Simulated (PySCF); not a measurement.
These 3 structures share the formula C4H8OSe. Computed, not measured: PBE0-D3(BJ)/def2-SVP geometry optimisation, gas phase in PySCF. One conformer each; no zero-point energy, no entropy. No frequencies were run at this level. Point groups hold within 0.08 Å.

**Question.** Order them by energy at this level, lowest first, and give relative energies in kcal/mol.
A. `[CH2:1]1[CH2:2][Se:3][CH2:4][CH2:5][O:6]1` with O6–C1–C2–Se3 -40°, C1–C2–Se3–C4 53°, C2–Se3–C4–C5 -11°, Se3–C4–C5–O6 -49°
B. `[CH2:1]=[C:2]([O:3][CH3:4])[Se:5][CH3:6]` with C1–C2–O3–C4 4°, C1–C2–Se5–C6 -143°
C. `[CH3:1][O:2][C@@H:3]1[CH2:4][CH2:5][Se:6]1` with C1–O2–C3–C4 176°, O2–C3–C4–C5 -139°, C3–C4–C5–Se6 18°, C4–C5–Se6–C3 -14°, O2–C3–Se6–C5 131°

**Answer.** A (0.0), C (9.5), B (16.4).

As drawn, the highest has a C=C bond outside aromatic rings, which the lowest lacks.

```json
{"SMILES": "C1C[Se]CCO1", "E (Eh)": "-2632.99140", "E rel (kcal/mol)": "0.0", "dipole (D)": "1.55", "point group": "C1", "A, B, C (MHz)": "4008, 2042, 1505"}
{"SMILES": "CO[C@@H]1CC[Se]1", "E (Eh)": "-2632.97626", "E rel (kcal/mol)": "9.5", "dipole (D)": "1.45", "point group": "C1", "A, B, C (MHz)": "3786, 1876, 1323"}
{"SMILES": "C=C(OC)[Se]C", "E (Eh)": "-2632.96522", "E rel (kcal/mol)": "16.4", "dipole (D)": "2.04", "point group": "C1", "A, B, C (MHz)": "4284, 1524, 1199"}
```
